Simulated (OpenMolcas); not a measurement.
## Cu IV: Racah parameters, the spin-orbit constant, worked from levels

```yaml
Program: OpenMolcas 26.06
Basis: ANO-RCC-VTZP [6s5p3d2f1g]
Scalar_Hamiltonian: DKH2, point nucleus
Active_space: 8 electrons in 5 orbitals (3d)
State_averaging: 2S+1 = 3 even, 10 roots; 2S+1 = 1 even, 15 roots kept (CI in the orbitals of an earlier block)
Spin-orbit_coupling: RASSI with atomic mean-field integrals over the reference wave functions, term energies averaged over their components
```

Methods: CASSCF; SS-CASPT2, IPEA 0.25 Eh, imaginary shift 0.1 Eh (closed shells correlated: 3s 3p). Measured levels: Sugar and Musgrove, J. Phys. Chem. Ref. Data 19, 527 (1990).

**Racah parameters.** Above ³F, d8 has ³P at 15B, ¹G at 12B + 2C and ¹D at 5B + 2C. The first two fix B and C, and the third tests them; where it misses by thousands of cm-1, two parameters do not describe the configuration (Trees and configuration-interaction terms are left out) and B and C hang on the terms chosen. Term energies are centres of gravity, weighted by 2J + 1.

| Source | ³P | ¹G | B | C | C/B | ¹D from B, C | ¹D found |
| --- | --- | --- | --- | --- | --- | --- | --- |
| CASSCF | 22726 | 29166 | 1515 | 5493 | 3.63 | 18561 | 18326 |
| SS-CASPT2 | 18986 | 26183 | 1266 | 5497 | 4.34 | 17324 | 14726 |
| measured | 18557 | 25560 | 1237 | 5357 | 4.33 | 16899 | 14895 |

Energies in cm-1. From CASSCF to SS-CASPT2, B changes by -16.4 % and C by +0.1 %. Against the measured terms, SS-CASPT2 has B off by +2.3 % and C by +2.6 %.

**The spin-orbit constant.** For the Hund term ³F of d8, E(J) = (A/2) J(J+1) + constant and ζ = -2S·A = -2A. From J = 2 to J = 4 the energy changes by 7 A.

```
   Source  E(4) - E(2)       A    ζ
   CASSCF      -3051.1  -435.9  872
SS-CASPT2      -3022.7  -431.8  864
 measured      -3077.6  -439.7  879
```

All in cm-1. SS-CASPT2 is off by -1.8 % and CASSCF by -0.9 %. Both methods take the spin-orbit matrix elements from the reference wave functions, so the second can move ζ only through the term energies and any multistate remixing. Second-order mixing with other terms is absorbed into this ζ.

CASPT2 breaks the degeneracy within a term, and the mean is taken; among the terms shown or strongly mixed into the levels shown the widest spread is 930 cm-1 (3d⁸ ¹G, SS-CASPT2). Terms from blocks run as CI alone lack orbitals of their own. Without dynamic correlation excited terms often stand tens of per cent too high (terms of higher spin than the ground term too low), and those without a measured partner can miss by more than the paired ones (holds for CASSCF). Computed and measured levels are paired by configuration, term and J; levels that our copy of the source lacks, or whose pairing is in doubt (as where it misses far off the trend of its configuration), stay unpaired and out of the deviations. Only configurations of the active space appear.
